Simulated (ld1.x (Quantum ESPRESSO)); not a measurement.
## An all-electron radial function and its pseudo partner (germanium (Ge))

Columns: radius, all-electron u(r) and pseudo u(r) of the 4p shell (level -4.05 eV) of germanium in the configuration [Ar] 3d10 4s2 4p2; LDA (PZ), scalar-relativistic, TM scheme, ld1.x (Quantum ESPRESSO) 7.5.

```tsv
r (bohr)	all-electron	pseudo
0.078	0.1345	0.0029
0.155	0.1178	0.0111
0.232	-0.0134	0.0242
0.310	-0.1447	0.0417
0.388	-0.2257	0.0622
0.465	-0.2511	0.0845
0.542	-0.2332	0.1077
0.620	-0.1853	0.1316
0.698	-0.1196	0.1555
0.775	-0.0459	0.1795
0.852	0.0304	0.2043
0.930	0.1064	0.2313
1.008	0.1787	0.2612
1.085	0.2450	0.2941
1.162	0.3053	0.3307
1.240	0.3602	0.3706
1.318	0.4088	0.4118
1.395	0.4507	0.4512
1.472	0.4870	0.4870
1.550	0.5183	0.5183
1.628	0.5446	0.5446
1.705	0.5660	0.5660
1.782	0.5833	0.5833
1.860	0.5970	0.5970
1.938	0.6072	0.6072
2.015	0.6142	0.6142
```

Question: How many radial nodes do the two functions have?

Answer: The all-electron 4p function has n − l − 1 = 2; the pseudo-wave has 0, since the states of the same l below it are removed with the core.

Question: At about which radius was the pseudo-wave matched?

Answer: 1.55 bohr. The columns agree to 0.0005 from 1.47 bohr on; several derivatives are matched, so the curves merge somewhat inside the radius.

Question: Is the pseudo-wave norm-conserving?

Answer: Yes: the TM scheme keeps the norm inside the radius equal to the all-electron one, which fixes the energy derivative of the logarithmic derivative at the level.
